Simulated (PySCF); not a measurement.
Exercise with solution: chemical shift, span and skew from a shielding tensor

CCl₂F, SMILES F[C](Cl)Cl (connectivity only; charge and spin as stated), charge +1, multiplicity 1. Atoms are numbered in the order given.

```xyz
4

F      0.0000     0.0000     1.5683
C      0.0000     0.0000     0.3030
Cl     0.0000     1.4517    -0.4686
Cl     0.0000    -1.4517    -0.4686
```
Charge +1, spin multiplicity 1.

Geometry: B3LYP-D3(BJ)/def2-SVP. The multiplicity is an assumed one; other spin states were not compared. The isomer is the one that the SMILES or the coordinates give; other isomers of the formula were not compared.

GIAO shieldings from PBE/pcSseg-2 (PySCF), non-relativistic, no solvent. The symmetric part of the tensor of F1 has the principal values -290.2, -94.1, 217.5 ppm. The same nucleus in CFCl3 has σ = 132.0 ppm at this level (PySCF, at its B3LYP-D3(BJ)/def2-TZVP geometry). Without spin–orbit terms, shifts of atoms bonded to Cl or Br come out too high.

Problem. Work out the isotropic shielding, the ¹⁹F shift against CFCl3, the span and the skew.

Solution. 
σ(iso) = (σ11 + σ22 + σ33)/3 = -55.6 ppm. δ = σ(ref) − σ(iso) = 132.0 − (-55.6) = 187.6 ppm.
Span Ω = σ33 − σ11 = 507.7 ppm. Skew κ = 3(σ(iso) − σ22)/Ω = 0.23. Tumbling in solution averages the tensor to δ; in a static solid the shielding alone would spread this spin-1/2 line over Ω.
